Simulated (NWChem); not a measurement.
System: CH$_{5}$FOSi$_{2}$; SMILES F[Si@H]1[SiH2]CO1

```xyz
10

F      0.4389    -2.0234    -0.5724
Si     0.0628    -0.8470     0.4842
O     -1.3736    -0.0817     0.0807
C     -1.0263     1.2261    -0.4116
Si     0.8700     1.2778    -0.0140
H     -0.0065    -1.5200     1.8074
H     -1.6187     1.9905     0.1178
H     -1.2588     1.3060    -1.4874
H      1.7930     1.5147    -1.1633
H      1.2274     2.1849     1.1186
```
Atoms are numbered in this order, from 1.

Computed with NWChem. All runs use the structure optimised with PBE0/def2-SVP. Total energies compare along this basis series because the functional is fixed.

```
level              basis functions  energy (Ha)  highest occupied level (eV)  orbital gap (eV)  dipole (D)
-----------------  ---------------  -----------  ---------------------------  ----------------  ----------
B3LYP/cc-pVDZ                  103    -795.2560                            ?                 ?        2.15
B3LYP/aug-cc-pVDZ              168    -795.2841                        -7.77              7.01        2.31
B3LYP/cc-pVTZ                  228    -795.3805                        -7.71              7.18        2.14
```

Question: Some entries are withheld; supply them.

Answer: 
- B3LYP/cc-pVDZ, highest occupied level (eV): -7.62
- B3LYP/cc-pVDZ, orbital gap (eV): 7.32
